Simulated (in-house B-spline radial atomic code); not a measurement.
Configurations of F2+, with energies counted from [He] 2s2 2p3. All numbers are computed (scalar-relativistic (X2C) HSE06, spin-polarised, spherical fractional occupations; Fermi nucleus of rms radius 2.8976 fm) with a B-spline radial code for spherical atoms, not measured. Caution: exact exchange at fractional occupations of open shells leaves self-interaction of up to several eV. Shells without spins written out take the highest spin.

Occupations are held fixed; configurations that lie above the ionisation limit could autoionise.

```
                                          configuration  E - E(ref) (eV)  highest orbital  its <r> (bohr)
                              [He] 2s2 2p(1 up, 2 down)           8.4036            2p up          0.9174
                                           [He] 2s1 2p4           20.697          2p down          0.9492
                                       [He] 2s2 2p2 3s1           41.478            3s up           2.669
                                       [He] 2s2 2p2 3d1           50.748            3d up           3.217
[He] 2s(1 up, 0 down) 2p(2 up, 1 down) 3s(0 up, 1 down)           62.613          3s down            2.74
[He] 2s(0 up, 1 down) 2p(1 up, 2 down) 3p(1 up, 0 down)           66.849            3p up            3.03
```

Task: Order these further configurations by energy, lowest first.
A. [He] 2s2 2p(1 up, 1 down) 3s(0 up, 1 down)
B. [He] 2s2 2p(1 up, 1 down) 3p(0 up, 1 down)
C. [He] 2s1 2p3 3p1
D. [He] 2s1 2p3 3s1
E. [He] 2s2 2p2 3p1

Result: E (45.891 eV), A (46.495 eV), D (48.261 eV), B (50.907 eV), C (52.689 eV).

Task: How far above the reference does [He] 2s1 2p3 3d1 lie?

Result: 57.531 eV; its least bound orbital is 3d up with <r> = 3.187 bohr.
